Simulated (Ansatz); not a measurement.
```yaml
crystal:
  periodic: [false, false, false]
  atoms:
    - {symbol: Si, position_ang: [-3.462916, -0.768970, -1.826152]}
    - {symbol: Si, position_ang: [-3.429505, 1.902477, 0.856326]}
    - {symbol: Si, position_ang: [-0.697811, -3.498231, -1.828713]}
    - {symbol: Si, position_ang: [-0.657877, -0.712081, 0.767981]}
    - {symbol: Si, position_ang: [1.957006, -3.510893, 0.814474]}
    - {symbol: Si, position_ang: [2.055647, -0.722668, -1.929347]}
    - {symbol: Si, position_ang: [1.932770, -0.734064, 3.502000]}
    - {symbol: Si, position_ang: [-0.697722, 1.971157, -1.947624]}
    - {symbol: Si, position_ang: [2.027018, 2.029033, 0.757335]}
    - {symbol: Si, position_ang: [-0.698313, 1.870147, 3.628798]}
    - {symbol: Si, position_ang: [-2.291695, -2.346674, -3.127549]}
    - {symbol: Si, position_ang: [-2.047656, 0.631771, -0.568453]}
    - {symbol: Si, position_ang: [-2.263842, 3.185336, 2.456670]}
    - {symbol: Si, position_ang: [0.757861, 0.694870, -3.293649]}
    - {symbol: Si, position_ang: [0.702489, -2.078982, -0.573051]}
    - {symbol: Si, position_ang: [0.662547, 0.688933, 2.120786]}
    - {symbol: Si, position_ang: [3.255441, -2.401123, 2.447155]}
    - {symbol: Si, position_ang: [3.401860, 0.695881, -0.615386]}
    - {symbol: Si, position_ang: [0.726815, 3.362176, -0.687192]}
    - {symbol: O, position_ang: [1.761069, -0.634988, 5.055205]}
    - {symbol: H, position_ang: [-4.357876, 0.069492, -2.705484]}
    - {symbol: H, position_ang: [-4.336349, -1.519927, -0.850802]}
    - {symbol: H, position_ang: [-4.310068, 0.921335, 1.592207]}
    - {symbol: H, position_ang: [-4.320945, 2.790043, 0.022408]}
    - {symbol: H, position_ang: [-1.436984, -4.372137, -0.844573]}
    - {symbol: H, position_ang: [0.145107, -4.393001, -2.703706]}
    - {symbol: H, position_ang: [-1.510142, -1.582895, 1.661250]}
    - {symbol: H, position_ang: [0.974122, -4.385626, 1.554332]}
    - {symbol: H, position_ang: [2.838250, -4.403829, -0.024516]}
    - {symbol: H, position_ang: [2.932052, -1.602741, -2.788959]}
    - {symbol: H, position_ang: [-1.584869, 2.819584, -2.828041]}
    - {symbol: H, position_ang: [2.882000, 2.903288, 1.643227]}
    - {symbol: H, position_ang: [-1.438554, 0.855673, 4.459575]}
    - {symbol: H, position_ang: [0.155922, 2.728128, 4.523712]}
    - {symbol: H, position_ang: [-3.270613, -3.346028, -3.699320]}
    - {symbol: H, position_ang: [-1.609679, -1.656635, -4.279722]}
    - {symbol: H, position_ang: [-3.266537, 3.774156, 3.421676]}
    - {symbol: H, position_ang: [-1.560107, 4.327314, 1.770368]}
    - {symbol: H, position_ang: [0.010362, -0.089358, -4.340626]}
    - {symbol: H, position_ang: [1.693889, 1.648472, -4.000624]}
    - {symbol: H, position_ang: [4.431690, -1.723071, 1.790985]}
    - {symbol: H, position_ang: [3.757175, -3.368336, 3.488539]}
    - {symbol: H, position_ang: [4.380183, -0.095447, 0.214177]}
    - {symbol: H, position_ang: [4.188086, 1.603280, -1.531086]}
    - {symbol: H, position_ang: [-0.041721, 4.403258, 0.084135]}
    - {symbol: H, position_ang: [1.662421, 4.071943, -1.638734]}
basis:
  gaussian: {orbitals: def2-TZVP, fitting: {mean_field: def2-universal-jkfit}, point_charges: [{charge: -1.00, position_ang: [7.660, -0.101, -0.398]}]}
hamiltonian: {xc: {name: PBE0}, dispersion: d4}
output: {forces: true}
```

```sh
$ ansatz run in.yaml --threads 2 --pin off --events-out ev --progress --plain --max-ram 22528MiB --backend cuda --devices 0, --max-vram 18GiB
```

It prints (some lines left out):

```
Functional definition: PBE0
  name "PBE0"
  cite "Adamo & Barone, J. Chem. Phys. 110, 6158 (1999) doi:10.1063/1.478522"
  cite "Perdew, Burke & Ernzerhof, Phys. Rev. Lett. 77, 3865 (1996) doi:10.1103/PhysRevLett.77.3865"
  parent pbe
  parameter a = 0.25
  parameter kappa = 0.804
  parameter beta = 0.06672455060314922
  exchange = (1 - a)*pbe_x(kappa = kappa, mu = beta*pi^2/3) + a*exact_x
  correlation = pbe_c(beta = beta)
2977 factors; integrals over basis functions are off by at most 8.8e-1 eV
mean field evaluation 1: about -152081.3363 eV, gradient 6.9e1 eV
mean field evaluation 2: about -151911.6890 eV, gradient 2.0e2 eV
mean field evaluation 4: about -152088.8010 eV, gradient 2.8e1 eV
mean field evaluation 8: about -152091.3817 eV, gradient 5.1e-1 eV
mean field evaluation 16: about -152091.3701 eV, gradient 3.7e-4 eV
mean field -152091.37012980 eV, -5589.2547610368 hartree, gradient 5.5e-5 eV, S^2 0.000000; 0 other end points of the search recorded, 0 dependent functions left out
the calculation of the forces begins
reference -152091.37021177 eV, -5589.2547640492 hartree; 150, 150 occupied and 740, 740 virtual orbitals, 2977 factors
Total energy: -152094.24016485 eV, -5589.3602328794 hartree
Atom 0 force    -0.100297     0.020775     0.027387 eV/Å
Atom 1 force    -0.106464    -0.025651    -0.024909 eV/Å
Atom 2 force     0.052443    -0.098339     0.095497 eV/Å
Atom 3 force    -0.013622    -0.084855     0.069342 eV/Å
Atom 4 force     0.007824    -0.136023     0.064243 eV/Å
Atom 5 force     0.168101     0.044829    -0.053937 eV/Å
Atom 6 force    -0.155614    -0.018172     1.503072 eV/Å
Atom 7 force     0.002743     0.123504    -0.129163 eV/Å
Atom 8 force     0.154265     0.049524    -0.058371 eV/Å
Atom 9 force     0.030824    -0.073834     0.101950 eV/Å
Atom 10 force    -0.012232    -0.079178    -0.154339 eV/Å
Atom 11 force    -0.002412    -0.025963     0.034193 eV/Å
Atom 12 force    -0.015266     0.146004     0.069908 eV/Å
Atom 13 force     0.092550    -0.080505    -0.132048 eV/Å
Atom 14 force    -0.020391    -0.026679    -0.045327 eV/Å
Atom 15 force    -0.019280     0.063579     0.038101 eV/Å
Atom 16 force     0.376796     0.020698     0.015022 eV/Å
Atom 17 force     0.689134    -0.053641     0.021773 eV/Å
Atom 18 force     0.079252     0.133914     0.086717 eV/Å
Atom 19 force     0.173738    -0.101540    -1.742219 eV/Å
Atom 20 force     0.144422    -0.176279     0.167952 eV/Å
Atom 21 force     0.144986     0.144555    -0.202396 eV/Å
Atom 22 force     0.145860     0.205479    -0.142981 eV/Å
Atom 23 force     0.142621    -0.166835     0.176142 eV/Å
Atom 24 force     0.113812     0.141111    -0.220524 eV/Å
Atom 25 force    -0.195880     0.163431     0.156659 eV/Å
Atom 26 force     0.122365     0.162527    -0.162603 eV/Å
Atom 27 force     0.163482     0.146309    -0.168926 eV/Å
Atom 28 force    -0.200006     0.191592     0.180903 eV/Å
Atom 29 force    -0.225143     0.166076     0.162637 eV/Å
Atom 30 force     0.126716    -0.150828     0.162047 eV/Å
Atom 31 force    -0.215722    -0.154238    -0.156197 eV/Å
Atom 32 force     0.118355     0.232115    -0.145255 eV/Å
Atom 33 force    -0.204614    -0.155144    -0.170871 eV/Å
Atom 34 force     0.178116     0.215906     0.098382 eV/Å
Atom 35 force    -0.173660    -0.154575     0.246243 eV/Å
Atom 36 force     0.179554    -0.097882    -0.207248 eV/Å
Atom 37 force    -0.174770    -0.240519     0.153214 eV/Å
Atom 38 force     0.122886     0.213692     0.193868 eV/Å
Atom 39 force    -0.237984    -0.197416     0.147607 eV/Å
Atom 40 force    -0.315250    -0.141399     0.160890 eV/Å
Atom 41 force    -0.172307     0.187988    -0.212455 eV/Å
Atom 42 force    -0.317529     0.187936    -0.202942 eV/Å
Atom 43 force    -0.319336    -0.186464     0.197756 eV/Å
Atom 44 force     0.127758    -0.190567    -0.213448 eV/Å
Atom 45 force    -0.232316    -0.145577     0.197711 eV/Å
Dipole moment:     1.301243    -0.006218    -0.996886 e Å
```

Run time 12 s (2 threads of AMD EPYC 7R13 on a shared host and a share (18 GiB) of an NVIDIA H100 80GB HBM3), peak host memory 2.1 GiB.
